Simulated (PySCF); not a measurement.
Vertical excitations of a molecule CH7ClO2Si2 from TDA-PBE/def2-SVPD (PySCF), as energy in eV (oscillator strength): 5.22 (0.002), 5.32 (0.017), 5.86 (0.006), 6.31 (0.018), 6.48 (0.016), 6.64 (0.001), 6.69 (0.011), 6.76 (0.023), 6.89 (0.002), 6.90 (0.034). Lowest triplet (TDA): 5.03 eV. The structure is a stationary point at B3LYP-D3(BJ)/def2-SVP. One conformer was computed; it need not be the lowest.

Question: Which structure fits?
A. OC[Si@H](Cl)[SiH2]O
B. C[Si@@H](O)[Si@H](O)Cl
C. O[Si@@H](Cl)CO[SiH3]
D. OC[SiH2]O[SiH2]Cl

Answer: D, OC[SiH2]O[SiH2]Cl
